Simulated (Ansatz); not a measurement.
Gas-phase electronic energies from Ansatz, PBE0-D4/def2-TZVP geometries. CCSD(T)/CBS is the MP2 limit (def2-TZVPP, def2-QZVPP) plus CCSD(T) − MP2 in def2-TZVPP, frozen cores. DFT in def2-TZVPP. B3LYP here is the variant with VWN-RPA as its local correlation; programs differ in this. Elements past krypton have def2 core potentials. For Br, In outer-core shells are correlated without core-valence functions, which leaves a few kJ/mol of doubt a bond. Scalar relativity is left out up to krypton. One conformer a species, not always the lowest.

Consider the formal exchange of groups at a C–N bond: `CNBCBr` + `[F][InH][F]` → `[CH3][In]([F])[F]` + `NBCBr`.

`CNBCBr`:

Cartesian coordinates in Å:
```
C 1.389 0.828 -0.173
N 0.452 0.087 -0.984
B -0.671 -0.623 -0.586
C -1.090 -0.778 0.927
Br -2.304 0.722 1.283
H 2.408 0.444 -0.284
H 1.392 1.888 -0.442
H 1.112 0.758 0.878
H 0.631 0.160 -1.973
H -1.345 -1.119 -1.443
H -0.298 -0.695 1.668
H -1.676 -1.671 1.130
```

`[F][InH][F]`:

Cartesian coordinates in Å:
```
F -0.152 0.521 -1.764
In -0.108 -0.087 0.072
F 1.533 0.586 0.845
H -1.273 -1.020 0.847
```

`[CH3][In]([F])[F]`:

Z-matrix (Å, degrees):
```
C
In 1 2.117
H 1 1.088 2 109.2
H 1 1.089 2 108.9 3 120.8
H 1 1.089 2 108.7 3 -120.1
F 2 1.943 1 126.8 3 -169.7
F 2 1.943 1 126.7 3 10.4
```

`NBCBr`:

Cartesian coordinates in Å:
```
N 1.299 0.089 0.605
B 0.105 -0.561 0.370
C -1.025 0.042 -0.541
Br -0.609 1.785 -1.317
H 1.499 0.991 0.198
H 2.031 -0.283 1.183
H -0.096 -1.632 0.874
H -1.955 0.180 0.014
H -1.250 -0.612 -1.385
```

```
             level  ΔE (kJ/mol)  difference from CCSD(T)/CBS
            PBE-D4        -75.7                          4.9
         r2SCAN-D4        -77.6                          3.0
           PBE0-D4        -74.8                          5.8
          B3LYP-D4        -74.2                          6.4
           ωB97X-V        -72.4                          8.2
           ωB97M-V        -75.9                          4.7
            B2PLYP        -79.4                          1.2
               PBE        -78.2                          2.4
            r2SCAN        -78.6                          2.0
              PBE0        -77.0                          3.6
             B3LYP        -77.7                          2.9
     HF/def2-TZVPP        -67.5                         13.1
    MP2/def2-TZVPP        -84.6                         -4.0
SCS-MP2/def2-TZVPP        -78.3                          2.3
   CCSD/def2-TZVPP        -75.7                          4.9
CCSD(T)/def2-TZVPP        -76.5                          4.1
     HF/def2-QZVPP        -67.1                         13.5
    MP2/def2-QZVPP        -86.8                         -6.2
SCS-MP2/def2-QZVPP        -80.3                          0.3
      HF/CBS(def2)        -67.0                         13.6
     MP2/CBS(def2)        -88.6                         -8.0
    CCSD/CBS(def2)        -79.7                          0.9
       CCSD(T)/CBS        -80.6                            0
```

Largest T1 diagnostic among the species: 0.017.

The D4 term adds +3.5 kJ/mol with B3LYP and +2.2 kJ/mol with PBE0; it sums over pairs of atoms, weighted by their polarisabilities, and B3LYP, whose exchange is more repulsive, gets the larger term. In def2-TZVPP, CCSD(T) changes the Hartree–Fock value by −9.1 kJ/mol (the triples alone add −0.8 kJ/mol) and MP2 by −17.1 kJ/mol.
